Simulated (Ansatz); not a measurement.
The same path of F4H2O2Ta (9 atoms, charge 0, multiplicity 2) was run twice with different band settings. Lost on the way: Ta1–F2, Ta1–O8. Made: F2–O8.

Computed with UHF/def2-SVP in Ansatz.

Relaxed end points:

```xyz
9
Properties=species:S:1:pos:R:3
Ta 0.309 -0.339 -0.002
F 1.269 -1.964 -0.011
F 0.961 -0.151 1.776
O 0.173 -0.369 -1.859
H 0.305 -0.322 -2.789
F 0.188 1.544 0.011
F -1.406 -0.870 0.446
O 2.573 0.360 -0.305
H 3.000 0.487 0.549
```

```xyz
9
Properties=species:S:1:pos:R:3
Ta -0.210 -0.049 -0.122
F 2.551 -0.144 -0.690
F 0.904 -0.309 1.428
O -0.423 -0.529 -1.915
H -0.204 -0.902 -2.752
F 0.284 1.767 -0.280
F -1.649 -0.994 0.644
O 3.387 -0.216 0.401
H 2.732 -0.247 1.101
```

Common settings: movable images 9; climbing image yes; spring 5.0 eV/Å²; optimiser quadratic models (default); force threshold 0.05 eV/Å; iteration limit 60; end points relaxed.

| run | start path |
| --- | --- |
| 1 | through a guess of the saddle point |
| 2 | straight line |

(1) What does each run give, and how far can it be trusted?

## Answers

(1) Run 1: converged after 24 iterations, highest image 4.866 eV above the first end. Beside the main top the profile has a ripple of under 15 meV (maxima at images 6, 9), which may be a very shallow well or noise. Neighbouring images differ by up to 4.2 eV, so the band resolves the path poorly. A vibrational analysis at the climbing image gives one clearly imaginary mode, 41i cm⁻¹: a first-order saddle point.
Run 2: converged after 20 iterations, highest image 4.745 eV above the first end. Neighbouring images differ by up to 2.9 eV, so the band resolves the path poorly. The order of the stationary point at the top wasn't checked.
